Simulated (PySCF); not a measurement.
C₅H₁₄N₂Si.
Cartesian coordinates in Å at the PBE0-D3(BJ)/def2-SVP level; atoms count from 1:
```
atom  x, y, z in Å
C1    -3.1825    0.3330    0.1370
N2    -1.9837    0.4822   -0.6485
C3    -0.7519    0.3730    0.0864
C4    -0.4015   -1.0035    0.7127
C5     1.1134   -1.1791    0.4957
N6     1.5622    0.0902   -0.0526
Si7    3.2234    0.5461   -0.2167
C8     0.4672    0.6727   -0.7871
H9    -3.2755   -0.6345    0.6769
H10   -3.2303    1.1316    0.8958
H11   -4.0694    0.4427   -0.5054
H12   -1.9816   -0.1744   -1.4266
H13   -0.7797    1.1270    0.8921
H14   -0.9687   -1.7978    0.2010
H15   -0.6715   -1.0502    1.7773
H16    1.3014   -2.0241   -0.1983
H17    1.6558   -1.4089    1.4274
H18    3.9402    0.1279    1.0273
H19    3.9484   -0.0758   -1.3787
H20    3.2834    2.0290   -0.3909
H21    0.6115    1.7514   -0.9515
H22    0.3173    0.2069   -1.7883
```

Computed with PySCF at PBE0/pcSseg-1, non-relativistic, on one gas-phase PBE0-D3(BJ)/def2-SVP geometry that isn't relaxed in the solvent. The solvent is an IEF-PCM continuum (van der Waals radii × 1.2). The model holds no explicit solvent molecules, cavitation or dispersion.

Gas phase at PBE0/pcSseg-1: HOMO -6.21 eV, LUMO 0.79 eV, dipole 1.70 D.

Question: What does the continuum do to the energy, the frontier levels and the dipole at PBE0/pcSseg-1 in chloroform and methanol?

Answer: 
```json
{"solvent": "chloroform", "ε": "4.711", "E(solvent) − E(gas) (kcal/mol)": "-2.44", "polarisation term (kcal/mol)": "-2.63", "distortion of the solute (kcal/mol)": "0.19", "HOMO (eV)": "-6.15", "LUMO (eV)": "0.85", "dipole (D)": "2.04"}
{"solvent": "methanol", "ε": "32.61", "E(solvent) − E(gas) (kcal/mol)": "-3.47", "polarisation term (kcal/mol)": "-3.87", "distortion of the solute (kcal/mol)": "0.40", "HOMO (eV)": "-6.16", "LUMO (eV)": "0.85", "dipole (D)": "2.20"}
```

The polarisation term is half the interaction of the solute with the surface charges that it induces; the rest is the cost of distorting the solute's density. The sum is the electrostatic part of solvation alone. From chloroform to methanol the lowering changes by a factor 1.42, Onsager's factor (ε − 1)/(2ε + 1) by 1.34 and ε itself by 6.9.

Question: Which radius a makes the point-dipole formula ΔE = −[(ε − 1)/(2ε + 1)]·μ²/a³ give the value in methanol, with the gas-phase dipole?

Answer: μ = 0.669 au and |ΔE| = 0.00554 Eh give a = 1.79 Å; the farthest nucleus lies 4.18 Å from the centroid of the nuclei, so such a sphere wouldn't even hold the nuclei. The formula assumes a rigid point dipole at the centre of a sphere.

Question: Give the dipole vector in the frame of the coordinates (D, pointing from negative to positive charge), gas and methanol.

Answer: Gas (-1.18, -1.19, 0.28), solvent (-1.42, -1.66, 0.29). Its length changes by +30 % and its direction by 5°.

Question: Which Hirshfeld charges (PBE0/pcSseg-1) respond most in chloroform (means over atoms taken as equivalent)?

Answer: 
| atoms | environment | gas (e) | solvent (e) | change |
| --- | --- | --- | --- | --- |
| N2 | secondary amine nitrogen | -0.166 | -0.175 | -0.009 |
| H12 | N–H hydrogen | +0.104 | +0.109 | +0.005 |
| H14 | methylene hydrogen | +0.032 | +0.036 | +0.004 |
| H22 | methylene hydrogen | +0.024 | +0.026 | +0.002 |
| H16 | methylene hydrogen | +0.026 | +0.028 | +0.002 |
| H18/H19/H20 | Si–H hydrogen | -0.085 | -0.087 | -0.002 |
| C8 | sp3 carbon bound to nitrogen | -0.029 | -0.031 | -0.002 |
| C1 | N-methyl carbon | -0.071 | -0.073 | -0.002 |
| H15 | methylene hydrogen | +0.038 | +0.040 | +0.002 |
| H17 | methylene hydrogen | +0.039 | +0.041 | +0.002 |
| N6 | silicon-bound nitrogen | -0.177 | -0.179 | -0.002 |
| H9/H10/H11 | methyl hydrogen | +0.036 | +0.038 | +0.002 |

Question: How do the nuclear quadrupole coupling constants eQVzz/h respond in chloroform?

Answer: 
| nucleus | Q (barn) | gas (MHz) | solvent (MHz) | η gas | η solvent |
| --- | --- | --- | --- | --- | --- |
| 14N at N2 | 0.02044 | -6.13 | -6.02 | 0.07 | 0.09 |
| 14N at N6 | 0.02044 | -5.49 | -5.44 | 0.33 | 0.32 |
